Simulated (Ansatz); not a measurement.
Reactions of `N[SiH2][Al]([OH])[Cl]`.

Gas-phase electronic energies from Ansatz, PBE0-D4/def2-TZVP geometries. CCSD(T)/CBS is the MP2 limit (def2-TZVPP, def2-QZVPP) plus CCSD(T) − MP2 in def2-TZVPP, frozen cores. This one scheme is used for every species. Functionals use def2-TZVPP. B3LYP here is the variant with VWN-RPA as its local correlation; programs differ in this. Elements past krypton have def2 core potentials. For Ge, Se, Sn outer-core shells are correlated without core-valence functions, which leaves a few kJ/mol of doubt a bond. Scalar relativity is left out up to krypton. Each species was taken in one conformer, which may not be the lowest.

```
                                                                                     reaction  CCSD/CBS(def2) (kJ/mol)  B2PLYP (kJ/mol)  MP2/CBS(def2) (kJ/mol)  B3LYP-D4 (kJ/mol)
               `N[SiH2][Al]([OH])[Cl]` + `N[SiH](N)F` → `N[SiH2]N[SiH](N)F` + `[OH][AlH][Cl]`                      -79              -77                     -87                -77
                   `N[SiH2][Al]([OH])[Cl]` + `C[SiH2]O` → `C[SiH2]O[SiH2]N` + `[OH][AlH][Cl]`                     -138             -138                    -143               -134
                   `N[SiH2][Al]([OH])[Cl]` + `N[SiH2]S` → `N[SiH2]S[SiH2]N` + `[OH][AlH][Cl]`                      -84              -83                    -100                -84
            `N[SiH2][Al]([OH])[Cl]` + `COC(O)(F)F` → `N[SiH2]C(O)(F)F` + `C[O][Al]([OH])[Cl]`                     -127             -129                    -138               -127
                            `N[SiH2][Al]([OH])[Cl]` + H₂Se → `N[SiH2][SeH]` + `[OH][AlH][Cl]`                      -77              -76                     -88                -71
 `N[SiH2][Al]([OH])[Cl]` + `O[SiH](F)[SiH3]` → `[OH][Al]([OH])[Cl]` + `N[SiH2][SiH](F)[SiH3]`                      -16              -16                     -19                -18
              `N[SiH2][Al]([OH])[Cl]` + `OC[SiH2]Cl` → `[OH][Al]([Cl])[SiH2]Cl` + `N[SiH2]CO`                       -7               -7                      -7                 -7
`N[SiH2][Al]([OH])[Cl]` + `Cl[SiH2][O][SnH3]` → `N[SiH2][O][SnH3]` + `[OH][Al]([Cl])[SiH2]Cl`                       -6               -5                      -7                 -5
                `N[SiH2][Al]([OH])[Cl]` + `[OH][GeH3]` → `N[SiH2][O][GeH3]` + `[OH][AlH][Cl]`                     -132             -132                    -137               -126
                  `N[SiH2][Al]([OH])[Cl]` + `[SiH3]Cl` → `[OH][Al]([Cl])[SiH2]Cl` + `N[SiH3]`                       -6               -5                      -7                 -5
```

**Question.** Give the CCSD(T)/CBS values in the same order. (An estimate is asked.)

**Answer.** Ansatz gave: -78, -135, -87, -125, -77, -17, -7, -7, -129, -6 kJ/mol.

Largest T1 diagnostic: 0.013, for `N[SiH2][O][SnH3]`.
